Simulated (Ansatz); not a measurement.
`CBCC(O)=S` and `CC(O)=S` differ in one atom or group.

Ansatz, PBE0-D4/def2-TZVP geometries, multiplicity 1. Each molecule was computed in one conformer, which needn't be the lowest.

| property | `CBCC(O)=S` |
| --- | --- |
| LUMO energy (PBE/def2-TZVPP) / eV | -2.47 |
| HOMO energy (ωB97M-V/def2-TZVPP) / eV | -8.52 |
| LUMO energy (PBE0/def2-TZVPP) / eV | -1.50 |
| HOMO–LUMO gap (PBE0/def2-TZVPP) / eV | 4.83 |
| size of the dipole moment (PBE/def2-TZVPP) / D | 4.60 |
| size of the dipole moment (ωB97M-V/def2-TZVPP) / D | 4.82 |

Task: Give the same properties after the change, and the shifts. (Best estimate.)

Result: Computed: 
```tsv
property	`CC(O)=S`	shift
LUMO energy (PBE/def2-TZVPP) / eV	-2.34	0.13
HOMO energy (ωB97M-V/def2-TZVPP) / eV	-8.93	-0.41
LUMO energy (PBE0/def2-TZVPP) / eV	-1.42	0.08
HOMO–LUMO gap (PBE0/def2-TZVPP) / eV	5.31	0.48
size of the dipole moment (PBE/def2-TZVPP) / D	1.90	-2.70
size of the dipole moment (ωB97M-V/def2-TZVPP) / D	1.89	-2.93
```

With PBE0 the HOMO falls by 0.41 eV and the LUMO rises by 0.08 eV, so the gap widens by about 0.49 eV. PBE moves the HOMO by -0.37 eV and ωB97M-V by -0.41 eV. Dipoles are sizes alone; their direction can turn.
